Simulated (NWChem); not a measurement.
All runs are NWChem calculations. System: HSb, charge 0, spin multiplicity 3, at a geometry optimised with UPBE0/def2-SVP with def2 effective core potentials on Sb. The structure started from a generated list of species. Its SCF solution wasn't tested for a lower state. Level: UHF/def2-TZVP with def2 effective core potentials on Sb.

Job file:

```
start mol
memory heap 200 mb stack 900 mb global 1100 mb
geometry units angstroms nocenter noautoz
  Sb     0.000000     0.000000     0.033170
  H      0.000000     0.000000    -1.691659
  symmetry group C2v
end
basis spherical
  * library def2-tzvp
end
ecp
  Sb library def2-ecp
end
scf
  uhf
  nopen 2
  maxiter 100
  thresh 1e-7
  semidirect memsize 60000000 filesize 0
  # guess.movecs holds the orbitals of an unrestricted PBE0 run
  vectors input guess.movecs output mol.movecs
end
task scf energy
```

NWChem printed:

```
             Northwest Computational Chemistry Package (NWChem) 7.3.0
             --------------------------------------------------------

                                NWChem Input Module
                                -------------------

 Scaling coordinates for geometry "geometry" by  1.889725989
 (inverse scale =  0.529177249)

 Turning off AUTOSYM since
 SYMMETRY directive was detected!

                             Geometry "geometry" -> ""
                             -------------------------

 Output coordinates in angstroms (scale by  1.889725989 to convert to a.u.)

  No.       Tag          Charge          X              Y              Z
 ---- ---------------- ---------- -------------- -------------- --------------
    1 Sb                  51.0000     0.00000000     0.00000000     0.03317000
    2 H                    1.0000     0.00000000     0.00000000    -1.69165900

 Effective nuclear repulsion energy (a.u.)      15.6467914785

            Nuclear Dipole moment (a.u.)
            ----------------------------
        X                 Y               Z
 ---------------- ---------------- ----------------
     0.0000000000     0.0000000000     0.0000207870

      Symmetry information
      --------------------

 Group name             C2v
 Group number             16
 Group order               4
 No. of unique centers     2

      Symmetry unique atoms

     1    2


 Summary of "ao basis" -> "" (spherical)
 ------------------------------------------------------------------------------
       Tag                 Description            Shells   Functions and Types
 ---------------- ------------------------------  ------  ---------------------
 *                         def2-tzvp                  on all atoms

 Summary of "ao basis" -> "ao basis" (spherical)
 ------------------------------------------------------------------------------
       Tag                 Description            Shells   Functions and Types
 ---------------- ------------------------------  ------  ---------------------
 Sb                        def2-tzvp                16       50   6s5p3d2f
[...]
    13      0.280256  1 Sb px                16      0.186801  1 Sb px

 Vector   13  Occ=0.000000D+00  E= 2.018011D-02  Symmetry=b2
              MO Center= -1.1D-16, -3.1D-15,  2.5D-02, r^2= 4.4D+00
   Bfn.  Coefficient  Atom+Function         Bfn.  Coefficient  Atom+Function
  ----- ------------  ---------------      ----- ------------  ---------------
    20      0.706238  1 Sb py                11     -0.297251  1 Sb py
    14      0.280256  1 Sb py                17      0.186801  1 Sb py

 Vector   14  Occ=0.000000D+00  E= 1.238300D-01  Symmetry=a1
              MO Center=  3.1D-16,  4.1D-15,  5.8D-01, r^2= 6.3D+00
   Bfn.  Coefficient  Atom+Function         Bfn.  Coefficient  Atom+Function
  ----- ------------  ---------------      ----- ------------  ---------------
    53      1.613880  2 H  s                 21      1.477178  1 Sb pz
     6     -0.946950  1 Sb s                  3      0.178379  1 Sb s
     5     -0.162862  1 Sb s                  2     -0.158546  1 Sb s
    15      0.155098  1 Sb pz

 center of mass
 --------------
 x =   0.00000000 y =   0.00000000 z =   0.03573680

 moments of inertia (a.u.)
 ------------------
          10.618660126600           0.000000000000           0.000000000000
           0.000000000000          10.618660126600           0.000000000000
           0.000000000000           0.000000000000           0.000000000000

  Mulliken analysis of the total density
  --------------------------------------

    Atom       Charge   Shell Charges
 -----------   ------   -------------------------------------------------------
    1 Sb  23    22.96   0.16 -0.66  1.57  0.93  1.06  0.85 -0.46  6.43  0.83  1.64  0.56  9.04  0.95  0.07  0.01  0.00
    2 H    1     1.04   0.21  0.56  0.25  0.01

  Mulliken analysis of the alpha density
  --------------------------------------

    Atom       Charge   Shell Charges
 -----------   ------   -------------------------------------------------------
    1 Sb  23    12.53   0.08 -0.33  0.78  0.46  0.53  0.45 -0.24  3.23  0.65  1.39  0.49  4.50  0.49  0.05  0.00  0.00
    2 H    1     0.47   0.10  0.25  0.11  0.01

   Mulliken analysis of the beta density
   -------------------------------------

    Atom       Charge   Shell Charges
 -----------   ------   -------------------------------------------------------
    1 Sb  23    10.43   0.08 -0.33  0.78  0.47  0.53  0.40 -0.23  3.20  0.17  0.25  0.07  4.54  0.46  0.02  0.01  0.00
    2 H    1     0.57   0.11  0.31  0.14  0.00

   Mulliken analysis of the spin density
   -------------------------------------

    Atom       Charge   Shell Charges
 -----------   ------   -------------------------------------------------------
    1 Sb  23     2.10  -0.00  0.00 -0.00 -0.01 -0.00  0.04 -0.01  0.02  0.48  1.14  0.41 -0.04  0.04  0.02 -0.00 -0.00
    2 H    1    -0.10  -0.02 -0.06 -0.03  0.00

       Multipole analysis of the density wrt the origin
       ------------------------------------------------

     L   x y z        total         alpha         beta         nuclear
     -   - - -        -----         -----         ----         -------
     0   0 0 0     -0.000000    -13.000000    -11.000000     24.000000

     1   1 0 0      0.000000      0.000000      0.000000      0.000000
     1   0 1 0     -0.000000     -0.000000     -0.000000      0.000000
     1   0 0 1      0.063886      0.917568      0.901399     -1.755081

     2   2 0 0    -20.300036    -14.189807     -6.110229      0.000000
     2   1 1 0      0.000000      0.000000      0.000000      0.000000
     2   1 0 1      0.000000     -0.000000      0.000000      0.000000
     2   0 2 0    -20.300036    -14.189807     -6.110229      0.000000
     2   0 1 1     -0.000000     -0.000000     -0.000000      0.000000
     2   0 0 2    -20.675727    -16.873997    -14.111450     10.309719

 Task  times  cpu:        0.7s     wall:        0.7s

 Total times  cpu:        0.7s     wall:        0.7s
```
